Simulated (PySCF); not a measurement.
[AgF6]3- holds Ag(III), d8, at total charge -3. The structure is a model geometry with rigid ligands and bond lengths from ionic radii and axial bond length changed to 0.90 of its base value, not a minimum; coordination octahedral, point group D4h, metal–donor distances 1.84–2.05 Å.

The d shell alone is too small an active space for [AgF6]3- (an active orbital has only 0.64 squared overlap with the free ion's shell): its levels, fitted parameters, g values and moments show what this model gives and aren't sound predictions.

```
7

Ag    0.000    0.000    0.000
F     0.000    0.000    1.845
F     0.000    0.000   -1.845
F     2.050    0.000    0.000
F    -2.050    0.000    0.000
F     0.000    2.050    0.000
F     0.000   -2.050    0.000
```

Method (PySCF 2.14, density fitting): CASSCF(8,5) with orbitals averaged over all microstates of the shell, strongly contracted NEVPT2 on the averaged canonical orbitals; basis x2c-TZVPall on the metal, x2c-SVPall elsewhere; spin-free X2C; IEF-PCM water; spin-orbit coupling by state interaction with the mean-field operator over all roots.

Problem. What is the ground state?

Solution. 3B1g (from 3A2g) (S = 1, orbital degeneracy 1), with 6.0 electrons in the lower (t2g-type) set and 2.0 in the upper (eg-type) set, by NEVPT2.

Problem. Where do the spin-allowed transitions within the shell lie?

Solution. By NEVPT2: 3B2g (from 3T2g) at 22259 cm⁻¹ (449 nm); 3Eg at 22747 cm⁻¹ (440 nm); 3Eg at 32210 cm⁻¹ (310 nm); 3A2g (from 3T1g) at 40197 cm⁻¹ (249 nm); 3A2g (from 3T1g) at 50637 cm⁻¹; 3Eg (from 3T1g) at 53894 cm⁻¹. All are electric-dipole forbidden at this geometry.

Problem. Which is the lowest state of another spin?

Solution. 1A1g at 2192 cm⁻¹ by NEVPT2; CASSCF alone puts it at 5971 cm⁻¹ above the same ground state.

Problem. What ligand-field parameters describe the result?

Solution. At CASSCF level (the NEVPT2 levels don't fit a ligand-field model well): orbital energies 0, 3037, 3037, 17342, 28158 cm⁻¹; 10Dq = 20725 cm⁻¹ (difference of the means of the two sets); B = 824 cm⁻¹; C = 3355 cm⁻¹; B over its free-ion value at the same level 0.787; rms of the fit 440 cm⁻¹; ζ = 1678 cm⁻¹ (free ion 1914).

Problem. What are the magnetic parameters?

Solution. The ground multiplet follows a spin Hamiltonian with S = 1, g = 2.169, 2.169, 2.206, D = -6.26 cm⁻¹, E/|D| = 0.00 (spin-orbit part alone); the lowest levels hold 99 % of the spin-free ground state. μeff is 3.10 μB at 300 K and 3.03 μB at 10 K; the spin-only value is 2.83 μB.

NEVPT2 lifts 3B2g (from 3T2g) from 16465 to 22259 cm⁻¹; on the d shell alone it tends to overshoot states that fill the eg-type orbitals. NEVPT2 on the d shell alone tends to put d–d bands too high for such charged or covalently bound ions.

The job took 11 s on one thread of Arm Neoverse V1 (shared host), with 147 basis functions, launched as `OMP_NUM_THREADS=1 python lf_run.py task.json out`.
